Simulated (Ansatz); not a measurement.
One change: `O[SiH2][S][GeH3]` becomes `CS[SiH2]O`.

Ansatz, PBE0-D4/def2-TZVP geometries, multiplicity 1. Each molecule was computed in one conformer, which needn't be the lowest.

Scalar relativity is left out up to krypton.

```json
{"property": "HOMO–LUMO gap (ωB97M-V/def2-TZVPP) / eV", "`O[SiH2][S][GeH3]`": "11.21"}
{"property": "zero-point energy (PBE0-D4/def2-TZVP) / kJ/mol", "`O[SiH2][S][GeH3]`": "150.3"}
{"property": "HOMO energy (ωB97M-V/def2-TZVPP) / eV", "`O[SiH2][S][GeH3]`": "-9.70"}
{"property": "HOMO energy (PBE/def2-TZVPP) / eV", "`O[SiH2][S][GeH3]`": "-6.32"}
{"property": "HOMO energy (B3LYP/def2-TZVPP) / eV", "`O[SiH2][S][GeH3]`": "-7.28"}
{"property": "ideal-gas entropy at 298 K and 1 bar (rigid rotor, harmonic PBE0-D4/def2-TZVP) / J/(mol·K)", "`O[SiH2][S][GeH3]`": "378"}
```

Q: What does the change do to each property? (Estimate.)

A: The calculation gave: 
```json
{"property": "HOMO–LUMO gap (ωB97M-V/def2-TZVPP) / eV", "`CS[SiH2]O`": "11.17", "shift": "-0.04"}
{"property": "zero-point energy (PBE0-D4/def2-TZVP) / kJ/mol", "`CS[SiH2]O`": "186.0", "shift": "35.7"}
{"property": "HOMO energy (ωB97M-V/def2-TZVPP) / eV", "`CS[SiH2]O`": "-9.28", "shift": "0.42"}
{"property": "HOMO energy (PBE/def2-TZVPP) / eV", "`CS[SiH2]O`": "-5.87", "shift": "0.45"}
{"property": "HOMO energy (B3LYP/def2-TZVPP) / eV", "`CS[SiH2]O`": "-6.84", "shift": "0.44"}
{"property": "ideal-gas entropy at 298 K and 1 bar (rigid rotor, harmonic PBE0-D4/def2-TZVP) / J/(mol·K)", "`CS[SiH2]O`": "339", "shift": "-39"}
```

With PBE0 the HOMO rises by 0.45 eV and the LUMO rises by 0.55 eV, so the gap widens by about 0.10 eV. PBE moves the HOMO by 0.45 eV and ωB97M-V by 0.42 eV. Modes under 60 cm⁻¹, often nearly free rotors, make the harmonic entropy too high.

Positive LUMOs are unbound, so they and the gaps depend on the basis.

B3LYP here is the variant with VWN-RPA as its local correlation; programs differ in this.
